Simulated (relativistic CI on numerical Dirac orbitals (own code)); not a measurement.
d7 in a ligand field

Computed with a parametric ligand-field model of a d^n configuration (Racah B and C, spin-orbit zeta, crystal field), exact diagonalisation.

Field parameters in Wybourne normalisation: Oh B⁴₀ = 21Dq, B⁴₄ = √(5/14) B⁴₀; Td as Oh with Dq negative (B⁴₀ = 21Dq, B⁴₄ = √(5/14) B⁴₀). The field is a parameter set, without covalency.

Task: A d7 ion in Td symmetry has the ground term 4A2 and bands at 4T2 2850 cm⁻¹, 4T1 4952 cm⁻¹ (2019 nm), 2E 11879 cm⁻¹ (842 nm), 2T1 12270 cm⁻¹ (815 nm), 4T1 12448 cm⁻¹ (803 nm), 2A1 13460 cm⁻¹ (743 nm). Which parameters reproduce them?

Result: B = 590, C = 2750, ζ = 0 cm⁻¹, Td, 10Dq = -2850 cm⁻¹.

Task: A d7 ion in Td symmetry has the ground term 4A2 and bands at 4T2 10850 cm⁻¹ (922 nm), 2E 14697 cm⁻¹ (680 nm), 2T1 15533 cm⁻¹ (644 nm), 4T1 17273 cm⁻¹ (579 nm), 2T2 20903 cm⁻¹ (478 nm), 4T1 27877 cm⁻¹ (359 nm). Which parameters reproduce them?

Result: B = 840, C = 2990, ζ = 0 cm⁻¹, Td, 10Dq = -10850 cm⁻¹.

Task: A d7 ion in Td symmetry has the ground term 4A2 and bands at 4T2 6050 cm⁻¹ (1653 nm), 4T1 10288 cm⁻¹ (972 nm), 2E 14815 cm⁻¹ (675 nm), 2T1 15558 cm⁻¹ (643 nm), 2A1 18840 cm⁻¹ (531 nm), 4T1 20612 cm⁻¹ (485 nm). Which parameters reproduce them?

Result: B = 850, C = 3130, ζ = 0 cm⁻¹, Td, 10Dq = -6050 cm⁻¹.

Task: A d7 ion in Oh symmetry has the ground term 4T1 and bands at 2E 1844 cm⁻¹, 4T2 19134 cm⁻¹ (523 nm), 2T1 19867 cm⁻¹ (503 nm), 2T2 20814 cm⁻¹ (480 nm), 4T1 32568 cm⁻¹ (307 nm), 4A2 40134 cm⁻¹ (249 nm). Which parameters reproduce them?

Result: B = 1020, C = 4940, ζ = 0 cm⁻¹, Oh, 10Dq = 21000 cm⁻¹.

Task: A d7 ion in Oh symmetry has the ground term 2E and bands at 4T1 16007 cm⁻¹ (625 nm), 2T1 35803 cm⁻¹ (279 nm), 2T2 37033 cm⁻¹ (270 nm), 2T1 42769 cm⁻¹ (234 nm), 4T2 53239 cm⁻¹ (188 nm), 2T2 59810 cm⁻¹ (167 nm), 4T1 65970 cm⁻¹ (152 nm). Which parameters reproduce them?

Result: B = 1000, C = 5060, ζ = 0 cm⁻¹, Oh, 10Dq = 39500 cm⁻¹.
